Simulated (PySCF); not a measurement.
C₆H₅FO.
Geometry (PBE0-D3(BJ)/def2-TZVP, Å), atoms numbered from 1 in this order:
```xyz
13
C6H5FO angstrom
O     -1.4174   -1.9811   -0.6040
C     -0.6520   -0.9095   -0.2722
C      0.1700   -0.2642   -1.1874
C      0.9338    0.8254   -0.7954
C      0.8640    1.2539    0.5133
F      1.6013    2.3077    0.8963
C      0.0535    0.6247    1.4387
C     -0.7075   -0.4613    1.0422
H     -1.3092   -2.1727   -1.5392
H      0.2181   -0.6118   -2.2148
H      1.5786    1.3399   -1.4966
H      0.0226    0.9876    2.4584
H     -1.3527   -0.9734    1.7450
```

Jobs on this species (13 atoms, 58 electrons) with PySCF (density fitting). Hardware of each: Arm Neoverse V2, one thread, shared host. Times come from a shared host and carry two figures at best. Peak memory is the resident size of the whole Python process, interpreter and libraries included.

| level and settings | work | basis functions | SCF cycles | wall time | peak memory |
| --- | --- | --- | --- | --- | --- |
| WP04/pcSseg-2, IEF-PCM chloroform | shieldings, ring-centre shieldings | 358 | ? | ? | ? |
| PBE0/pcSseg-2 | shieldings, ring-centre shieldings, charges and field gradients | 358 | 14 | 57 s | 1.5 GiB |
| KT3/pcSseg-2 | shieldings, ring-centre shieldings | 358 | 16 | 73 s | 1.3 GiB |
| wB97X-D/pcSseg-2 | shieldings, ring-centre shieldings | 358 | 14 | 72 s | 1.7 GiB |
| B97-2/pcSseg-2 | shieldings, ring-centre shieldings | 358 | 14 | 55 s | 1.5 GiB |
| PBE0-D3(BJ)/def2-TZVP, grid level 2 | geometry optimisation from a GFN2-xTB start shaken at random | 278 | 67 | 4.8 min | 1.5 GiB |
| wB97X-D/pcSseg-2, IEF-PCM chloroform | shieldings, ring-centre shieldings | 358 | 14 | 73 s | 1.8 GiB |

Question: Fill in the missing figures.

Answer: 
- WP04/pcSseg-2, IEF-PCM chloroform; shieldings, ring-centre shieldings: 58 s, 1.6 GiB, 16 SCF cycles

Question: What do all jobs in the table cost together?

Answer: About 11 min; the longest takes about 43 % of that, and about 5.2 times as long as the shortest.
